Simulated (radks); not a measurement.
Task: All-electron atom: Zr11+ in [Ar] 3d10 4s1. All-electron calculation, Dirac Kohn-Sham, BLYP, spin-unpolarised, spherical densities, finite nucleus; Fermi nuclear charge, rms radius 4.2694 fm. Program: a radial shooting solver on a logarithmic mesh with Libxc functionals.

Spin-orbit splittings of the eigenvalues, e(l+1/2) - e(l-1/2), with zeta = 2 splitting/(2l+1) and mean radii in bohr:

shell  occ.  splitting (eV)  zeta (eV)  <r> j=l-1/2  <r> j=l+1/2
2p        6           86.08      57.39       0.1385       0.1429
3p        6               ?          ?       0.4506       0.4607
3d       10           2.592      1.037       0.4408       0.4441

Estimate the 3p splitting.

Result: 13.95 eV (zeta = 9.299 eV).
